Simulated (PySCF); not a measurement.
Species: C7H4O2.
Structure used (PBE0-D3(BJ)/def2-SVP), in Å, numbered top down from 1:
```
atom  x, y, z in Å
C1     2.892   -0.054   -0.584
C2     1.719    0.225   -0.489
C3     0.313    0.545   -0.359
C4    -0.653   -0.464   -1.007
O5    -0.569   -0.932   -2.108
C6    -1.725   -0.741   -0.013
C7    -1.475   -0.122    1.152
C8    -0.201    0.642    1.089
O9     0.323    1.224    1.997
H10    3.933   -0.303   -0.666
H11    0.110    1.525   -0.834
H12   -2.576   -1.379   -0.257
H13   -2.080   -0.147    2.061
```

Linear response at B3LYP/def2-SVPD (PySCF, frozen core in the response, non-relativistic).

Static isotropic polarisability: 83.86 au (12.43 Å³), principal values 55.7, 96.1, 99.7 au.

Q: What is the polarisability at 1064 nm and at the sodium D line?

A: 84.84 au at 1064 nm (+1.2 %), 87.27 au at 589.3 nm (+4.1 %). The rise at 589.3 nm is 3.48 times that at 1064 nm; a pure ω² law gives 3.26. The lowest singlet lies at 440 nm, shorter than both wavelengths.

Q: What is the isotropic C6 coefficient between two such molecules, C6 = (3/π)∫α(iω)² dω?

A: 2707 au (Eh·bohr⁶) by a ten-point quadrature over imaginary frequencies, which is 1620 eV·Å⁶ or 156 J·nm⁶/mol.

Q: Which effective excitation energy ω̄ makes London's formula C6 = (3/4)α²ω̄ exact here?

A: ω̄ = 4·C6/(3α²) = 0.513 Eh = 14.0 eV. A one-pole form α(ω) = α/(1 − ω²/ω̄²) fitted to the 1064 nm value gives 10.8 eV. London's choice of the ionisation energy (9.38 eV, ΔSCF at the same level) gives C6 = 1820 au, 33 % too low.

Q: How anisotropic is the static polarisability, by Δα² = ½[(α1 − α2)² + (α2 − α3)² + (α3 − α1)²]?

A: Δα = 42.3 au, or 0.50 of the isotropic value.

Q: What n − 1 at the D line would an ideal gas of it have at 273.15 K and 1 atm (2.6868 × 10¹⁹ cm⁻³), by n − 1 = 2π·N·α′?

A: 21.83 × 10⁻⁴, a formal value whether or not that pressure can be reached.

Q: What three-body coefficient follows from the one-pole estimate C9 = (3/4)·α·C6?

A: 170000 au. This is an estimate from the two numbers above, not a computed integral.

Q: What molar refraction at the D line follows from R = (4π/3)·N_A·α′, with α′ the polarisability volume?

A: α′ = 12.93 Å³ gives R = 32.62 cm³/mol, for isolated, non-vibrating species.

Q: The lowest 6 singlets have (eV, f): 2.82, 0.001; 3.43, 0.000; 4.16, 0.002; 4.18, 0.000; 4.93, 0.000; 5.53, 0.003. What share of the static polarisability do they carry in the sum over states α = Σ f/ω²?

A: 0.21 au, 0.2 % of α; the largest term, 0.08 au, is that of the state at 5.53 eV. Their oscillator strengths add up to 0.01. Higher states carry the rest.
